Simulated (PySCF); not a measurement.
Isomers of C6H8N2, mass 108.069 u with the commonest isotopes. Level of theory: CAM-B3LYP/def2-SVPD in PySCF (dipole) on a GFN2-xTB geometry, gas phase. One conformer each, none proved a minimum here; rigid rotors.

Task: Order these by radius of gyration √(Σ m r²/M), largest first.
A. `[CH2:1]=[CH:2][c:3]1[cH:4][n:5][nH:6][c:7]1[CH3:8]` with C1–C2–C3–C4 0°
B. `[CH2:1]=[CH:2][C:3]([CH:4]=[CH2:5])=[N:6][N:7]=[CH2:8]` with C1–C2–C3–C4 -175°, C2–C3–C4–C5 12°, C3–N6–N7–C8 104°
C. `Cc1cnncc1C`

Result: B (2.133 Å), A (1.959 Å), C (1.864 Å).

Task: Order these by dipole moment, largest first.
A. `[CH:1]#[C:2][C@H:3]([C:4]#[N:5])[CH2:6][CH2:7][NH2:8]` with C2–C3–C6–C7 -172°, C3–C6–C7–N8 60°, C6–C7–N8–H 69° and -172°
B. `[CH3:1][NH:2][c:3]1[cH:4][cH:5][cH:6][cH:7][n:8]1` with C1–N2–C3–C4 14°
C. `[CH2:1]=[CH:2][c:3]1[cH:4][n:5][nH:6][c:7]1[CH3:8]` with C1–C2–C3–C4 0°
D. `CC1=C(C)C=NN=C1`
E. `[CH2:1]=[CH:2][C:3]([CH:4]=[CH2:5])=[N:6][N:7]=[CH2:8]` with C1–C2–C3–C4 -175°, C2–C3–C4–C5 12°, C3–N6–N7–C8 104°

Result: D (5.21 D), A (4.69 D), C (2.93 D), B (1.96 D), E (1.53 D).

Task: Order these by rotational constant B, smallest first.
A. `[CH2:1]=[CH:2][C:3]([CH:4]=[CH2:5])=[N:6][N:7]=[CH2:8]` with C1–C2–C3–C4 -175°, C2–C3–C4–C5 12°, C3–N6–N7–C8 104°
B. `[CH3:1][NH:2][c:3]1[cH:4][cH:5][cH:6][cH:7][n:8]1` with C1–N2–C3–C4 14°
C. `[CH2:1]=[CH:2][c:3]1[cH:4][n:5][nH:6][c:7]1[CH3:8]` with C1–C2–C3–C4 0°
D. `CC1=C(C)C=NN=C1`
E. `[CH:1]#[C:2][C@H:3]([C:4]#[N:5])[CH2:6][CH2:7][NH2:8]` with C2–C3–C6–C7 -172°, C3–C6–C7–N8 60°, C6–C7–N8–H 69° and -172°

Result: E (1448 MHz), B (1586 MHz), A (1652 MHz), C (1894 MHz), D (2234 MHz).

| SMILES | point group | Ia (u·Å²) | Ib (u·Å²) | Ic (u·Å²) | κ | μa (D) | μb (D) | μc (D) |
| --- | --- | --- | --- | --- | --- | --- | --- | --- |
| C=Cc1cn[nH]c1C | Cs | 149.41 | 266.81 | 413.09 | -0.38 | 0.99 | 2.76 | 0.00 |
| CNc1ccccn1 | C1 | 97.45 | 318.61 | 412.17 | -0.82 | 1.27 | 1.45 | 0.33 |
| C=CC(C=C)=NN=C | C1 | 192.48 | 305.92 | 484.64 | -0.23 | 0.16 | 1.12 | 1.02 |
| C#C[C@H](C#N)CCN | C1 | 178.61 | 349.05 | 467.43 | -0.58 | 2.33 | 4.04 | 0.51 |
| Cc1cnncc1C | C2v | 152.41 | 226.18 | 372.35 | -0.10 | 5.21 | 0.00 | 0.00 |
